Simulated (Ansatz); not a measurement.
A structure relaxed at PBE0-D4/def2-TZVP in Ansatz, charge 0, singlet:

Cartesian coordinates in Å:
```
Si -0.031 -0.006 -0.026
H -1.142 -0.223 -0.950
F -0.564 0.397 1.398
F 0.906 1.145 -0.545
F 0.831 -1.313 0.123
```

(1) Give its formula, name or SMILES and point group.

(2) Summarise the bond lengths by kind (pairs closer than 1.2 times the sum of covalent radii, bridged metal pairs left out).

## Answers

(1) SiHF₃. Point group C3v (tolerance 0.1 Å).

(2) 3 × F–Si 1.57 Å; 1 × H–Si 1.46 Å.
